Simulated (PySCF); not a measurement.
# Basis and Hamiltonian dependence of the excitation energy of Sc⁺

Sc⁺ [Ar] 3d1 4s1 (3D) → Sc⁺ [Ar] 4s2 (1S). Calculated with PySCF 2.14 from differences of total energies of unrestricted determinants, without spin-orbit coupling. Values in eV.

| basis | Hamiltonian | functions | UHF | PBE | PBE0 | MP2 (valence) | CCSD(T) (valence) |
| --- | --- | --- | --- | --- | --- | --- | --- |
| aug-cc-pVDZ-DK | spin-free X2C | 59 | 2.178 | 2.489 | 2.455 | 1.641 | 1.372 |
| aug-cc-pVDZ | non-relativistic | 59 | 2.359 | 2.654 | 2.623 | 1.818 | 1.542 |
| def2-TZVPPD | non-relativistic | 67 | 2.232 | 2.568 | 2.513 | 1.652 | 1.409 |
| aug-cc-pVTZ-DK | spin-free X2C | 93 | 1.986 | 2.293 | 2.243 | 1.407 | 1.174 |
| def2-QZVPPD | non-relativistic | 93 | 2.240 | 2.557 | 2.504 | 1.656 | 1.419 |
| cc-pwCVTZ | non-relativistic | 102 | 2.224 | 2.513 | 2.466 | 1.642 | n/a |
| aug-cc-pVTZ with one added diffuse shell each of s, p, d, f, g type | non-relativistic | 118 | 2.203 | 2.504 | 2.456 | 1.620 | n/a |
| aug-cc-pwCVTZ-DK | spin-free X2C | 127 | 2.007 | 2.302 | 2.252 | 1.426 | n/a |
| aug-cc-pVQZ-DK | spin-free X2C | 140 | 2.006 | 2.305 | 2.255 | 1.420 | n/a |
| aug-cc-pwCVTZ-DK with one added diffuse shell each of s, p, d, f, g type | spin-free X2C | 152 | 2.007 | 2.301 | 2.251 | 1.426 | n/a |

Frozen in the all-electron rows: valence: [Ar].

Non-relativistic rows lack the scalar-relativistic shift.

Reference for a calculation without spin-orbit coupling: 1.442 eV (measured, between term centres; NIST).
